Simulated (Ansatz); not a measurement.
Computed with Ansatz on PBE0-D4/def2-TZVP structures; ΔE is electronic, products minus reactants. CCSD(T)/CBS adds triple-zeta CCSD(T) − MP2 to the extrapolated MP2 energy (def2 sets, frozen cores). This one scheme is used for every species. DFT in def2-TZVPP. For Ti outer-core shells are correlated without core-valence functions, which leaves a few kJ/mol of doubt a bond. Scalar relativity is left out up to krypton. Each species was taken in one conformer, which may not be the lowest.

`O=C=[N][Ti]([F])([F])[F]` + `OCC(F)(F)F` → `FC(F)(F)C[O][Ti]([F])([F])[F]` + `N=C=O`  (ligand exchange at a Ti–N bond)

**Question.** Is it downhill or uphill in electronic energy at CCSD(T)/CBS, and by how much? (Best estimate.)

**Answer.** The calculation gave: Downhill: ΔE = -12.2 kJ/mol.

**Question.** What do these levels give: PBE-D4, BLYP-D4, r2SCAN0-D4, PBE, revPBE, r2SCAN0, BHLYP, HF/def2-TZVPP, MP2/def2-TZVPP, SCS-MP2/def2-TZVPP, MP2/def2-QZVPP, CCSD/CBS(def2)? (Best estimate.)

**Answer.** Computed: PBE-D4 -14.7, BLYP-D4 -17.5, r2SCAN0-D4 -11.0, PBE -12.0, revPBE -9.8, r2SCAN0 -9.8, BHLYP -7.9, HF/def2-TZVPP -1.2, MP2/def2-TZVPP -12.6, SCS-MP2/def2-TZVPP -12.1, MP2/def2-QZVPP -12.5, CCSD/CBS(def2) -11.1 kJ/mol.

Largest T1 diagnostic among the species: 0.023, so the coupled-cluster value is less sure than usual.

From BLYP to BHLYP (50 % exact exchange), in def2-TZVPP and without D4, ΔE moves by +4.8 kJ/mol. At CCSD(T), def2-SVP lies −9.1 kJ/mol from the extrapolated value and def2-TZVPP −0.4 kJ/mol.
